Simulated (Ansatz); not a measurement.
Mulliken charges of BrFHOSn, SMILES `[OH][Sn]([F])[Br]` radical from PBE/def2-TZVPP in Ansatz (PBE0-D4/def2-TZVP geometry).

```json
{"atom": "O1", "x (Å)": "-0.161", "y (Å)": "0.913", "z (Å)": "-1.088", "charge (e)": "-0.433"}
{"atom": "Sn2", "x (Å)": "0.373", "y (Å)": "-0.675", "z (Å)": "-0.070", "charge (e)": "0.942"}
{"atom": "F3", "x (Å)": "2.059", "y (Å)": "-0.109", "z (Å)": "0.639", "charge (e)": "-0.411"}
{"atom": "Br4", "x (Å)": "-1.180", "y (Å)": "-1.038", "z (Å)": "1.856", "charge (e)": "-0.283"}
{"atom": "H5", "x (Å)": "-1.091", "y (Å)": "0.909", "z (Å)": "-1.337", "charge (e)": "0.185"}
```

Q: By hand: the dipole of these point charges (1 e Å = 4.8032 D).

A: Σ q r = (-0.293, -0.524, -0.630) e Å, of length 0.870 e Å = 4.18 D.

Q: How does the dipole of the full density compare? (An estimate is asked.)

A: Ansatz gave: (-0.407, -0.289, -0.396) e Å, 3.06 D; the point charges give 1.37 times that, at 20° from its direction.

Point charges leave out the atoms' own dipoles, such as those of lone pairs, and Mulliken's split depends on the basis, so the two needn't agree.
